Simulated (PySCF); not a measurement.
# How a change of structure moves an absorption spectrum

Computed, not measured: PySCF, TDDFT CAM-B3LYP/def2-SVPD, vertical, gas phase, core orbitals frozen in the response. Geometries: GFN2-xTB; one conformer of each isolated species. Triplets are in the Tamm–Dancoff approximation.

Parent: `CC#CP=C(C)C`, with lowest singlet excitation energy 4.52 eV, lowest triplet energy 2.45 eV, HOMO energy -7.50 eV, LUMO energy -0.32 eV, mean static polarisability 104.1 au, HOMO–LUMO gap 7.19 eV. Its spectrum: 4.52 eV (f 0.004); 4.61 eV (f 0.297); 5.52 eV (f 0.000); 5.85 eV (f 0.004); 6.18 eV (f 0.000).

(1) Order the derivatives by their lowest singlet excitation, lowest first, with the shift from the parent.
A. propynyl replaced by CF3: `CC(C)=PC(F)(F)F`
B. propynyl replaced by PH2: `CC(C)=PP`
C. propynyl replaced by COCH3: `CC(=O)P=C(C)C`

(1) C (shift -1.41 eV), B (shift -0.34 eV), A (shift +0.50 eV).

| change | SMILES | Δ S1 (eV) | Δ T1 (eV) | Δ HOMO (eV) | Δ LUMO (eV) | Δ α (au) | Δ gap (eV) |
| --- | --- | --- | --- | --- | --- | --- | --- |
| propynyl replaced by CF3 | CC(C)=PC(F)(F)F | +0.50 | +0.14 | -1.12 | -0.55 | -25.8 | +0.58 |
| propynyl replaced by COCH3 | CC(=O)P=C(C)C | -1.41 | -0.02 | -0.43 | -0.57 | -10.7 | -0.14 |
| propynyl replaced by PH2 | CC(C)=PP | -0.34 | +0.16 | -0.26 | +0.01 | -11.0 | +0.27 |

S1 falls most with propynyl replaced by COCH3 (-1.41 eV), and it rises most with propynyl replaced by CF3 (+0.50 eV). S1 is simply the lowest singlet of each species and needn't be the same kind of state throughout.

Lowest levels of each derivative:
- `CC(C)=PC(F)(F)F`: 5.02 eV (f 0.010); 5.12 eV (f 0.256); 6.30 eV (f 0.000)
- `CC(=O)P=C(C)C`: 3.12 eV (f 0.001); 4.59 eV (f 0.227); 4.80 eV (f 0.007)
- `CC(C)=PP`: 4.18 eV (f 0.018); 5.07 eV (f 0.253); 5.85 eV (f 0.051)
